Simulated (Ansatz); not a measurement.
P₇S₂⁺. The state is a singlet with charge 1. Geometry PBE-D4/def2-SVP.

Cartesian coordinates in Å:
```
P 0.7043 0.5116 -0.2738
P 2.6096 0.0773 0.7151
P -0.5151 2.2770 0.2976
P -2.5281 -0.6367 -0.3679
P -0.4363 -1.2780 -0.9134
P 2.0595 -1.7920 1.4628
P -2.5742 1.3774 0.0577
S 0.4470 2.0075 -1.6999
S 0.2332 -2.5440 0.7218
```

HSE06 is defined as in plane-wave codes, on full-range PBE exchange. The restricted singlet is unstable towards broken spin symmetry in Hartree–Fock (as tested in another run); at PBE-D4/def2-SVP, PBE-D4/def2-TZVP, PBE0-D4/def2-SVP, HSE06-D4/def2-TZVP and others this wasn't settled. Another isomer (singlet) lies 1.28 eV lower at PBE0-D4/def2-TZVP; other spin states weren't run for this one.

Task: Estimate the orbital energies around the gap (eV) in Ansatz with PBE-D4/def2-SVP, PBE-D4/def2-TZVP, PBE0-D4/def2-SVP, HSE06-D4/def2-TZVP, BHLYP-D4/def2-TZVP.

Result: 
```csv
orbital,PBE-D4/def2-SVP,PBE-D4/def2-TZVP,PBE0-D4/def2-SVP,HSE06-D4/def2-TZVP,BHLYP-D4/def2-TZVP
HOMO−13,-14.92,-14.57,-16.29,-15.50,-16.96
HOMO−12,-14.51,-14.18,-15.86,-15.09,-16.52
HOMO−11,-14.01,-13.72,-15.39,-14.65,-16.12
HOMO−10,-13.66,-13.39,-14.93,-14.22,-15.58
HOMO−9,-13.04,-12.81,-14.25,-13.58,-14.92
HOMO−8,-12.80,-12.55,-14.01,-13.33,-14.67
HOMO−7,-12.53,-12.30,-13.77,-13.09,-14.45
HOMO−6,-12.33,-12.11,-13.50,-12.85,-14.17
HOMO−5,-11.80,-11.59,-12.95,-12.30,-13.57
HOMO−4,-11.50,-11.30,-12.64,-12.01,-13.31
HOMO−3,-11.24,-11.04,-12.32,-11.69,-12.93
HOMO−2,-11.00,-10.80,-11.97,-11.34,-12.41
HOMO−1,-10.60,-10.42,-11.63,-11.02,-12.19
HOMO,-10.31,-10.12,-11.30,-10.69,-11.83
LUMO,-8.61,-8.47,-8.01,-8.19,-6.94
LUMO+1,-8.32,-8.17,-7.78,-7.94,-6.71
LUMO+2,-7.62,-7.46,-6.92,-7.08,-5.70
LUMO+3,-7.21,-7.08,-6.49,-6.68,-5.32
LUMO+4,-6.99,-6.87,-6.22,-6.43,-5.00
LUMO+5,-6.59,-6.53,-5.79,-6.07,-4.63
```
